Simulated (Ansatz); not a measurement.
`CCC(CC(C)OC(C)=O)OC(C)=O` with charge +1, relaxed as a doublet with UKS PBE-D4/def2-SVP in Ansatz, starting from the PBE-D4/def2-SVP geometry of the neutral singlet. Force threshold 0.03 eV/Å.

Start:

```csv
atom,x (Å),y (Å),z (Å)
C1,1.003,1.817,2.835
C2,0.095,0.965,1.949
C3,0.559,0.887,0.496
C4,-0.337,0.047,-0.419
C5,-0.416,-1.436,-0.056
C6,0.918,-2.173,-0.103
O7,-1.324,-2.018,-1.033
C8,-2.026,-3.114,-0.641
C9,-2.909,-3.605,-1.765
O10,-1.941,-3.616,0.464
O11,0.575,2.250,-0.010
C12,1.485,2.535,-0.980
C13,1.381,3.986,-1.389
O14,2.265,1.723,-1.440
H15,0.635,1.848,3.879
H16,2.038,1.416,2.854
H17,1.054,2.858,2.459
H18,0.039,-0.071,2.347
H19,-0.945,1.359,1.965
H20,1.602,0.508,0.440
H21,-1.363,0.473,-0.408
H22,0.047,0.131,-1.456
H23,-0.877,-1.583,0.944
H24,0.766,-3.248,0.111
H25,1.396,-2.060,-1.097
H26,1.615,-1.776,0.662
H27,-2.288,-3.873,-2.644
H28,-3.595,-2.797,-2.091
H29,-3.486,-4.482,-1.429
H30,1.550,4.642,-0.511
H31,0.360,4.203,-1.761
H32,2.124,4.205,-2.174
```

**Question.** Estimate the energy that the relaxation releases and the steps that it takes.

**Answer.** 0.17 eV, in 13 steps; 1.7 min on 4 threads of Arm Neoverse V2 on a shared host. No frequencies were taken in this run, so the end may be a saddle point.

**Question.** Does the start keep its bonding?

**Answer.** By distances, no bond broke or formed. The bond that changes most is O7–C8, from 1.36 to 1.33 Å (atoms count from 1). A close non-bonded pair moves further: O14–H22, from 2.73 to 2.01 Å.

**Question.** Predict the relaxed structure.

**Answer.** 
Cartesian coordinates in Å:
```
C 1.053 1.757 2.921
C 0.139 0.952 2.000
C 0.634 0.866 0.551
C -0.255 0.031 -0.365
C -0.342 -1.446 -0.046
C 0.972 -2.198 0.068
O -1.135 -2.030 -1.145
C -2.058 -2.904 -0.758
C -2.819 -3.562 -1.870
O -2.266 -3.150 0.436
O 0.691 2.247 0.068
C 1.133 2.513 -1.159
C 1.295 3.974 -1.457
O 1.378 1.631 -1.989
H 0.660 1.743 3.956
H 2.079 1.339 2.946
H 1.119 2.816 2.604
H 0.053 -0.096 2.362
H -0.891 1.366 1.996
H 1.678 0.486 0.523
H -1.272 0.474 -0.430
H 0.194 0.124 -1.397
H -0.950 -1.617 0.885
H 0.793 -3.278 0.232
H 1.578 -2.074 -0.853
H 1.561 -1.831 0.931
H -2.106 -4.121 -2.510
H -3.294 -2.776 -2.492
H -3.584 -4.245 -1.463
H 1.945 4.430 -0.684
H 0.298 4.457 -1.396
H 1.723 4.121 -2.463
```
Bond lengths: 7 × C–C 1.50 to 1.53 Å; 6 × C–O 1.24 to 1.48 Å; 18 × C–H 1.10 to 1.13 Å.
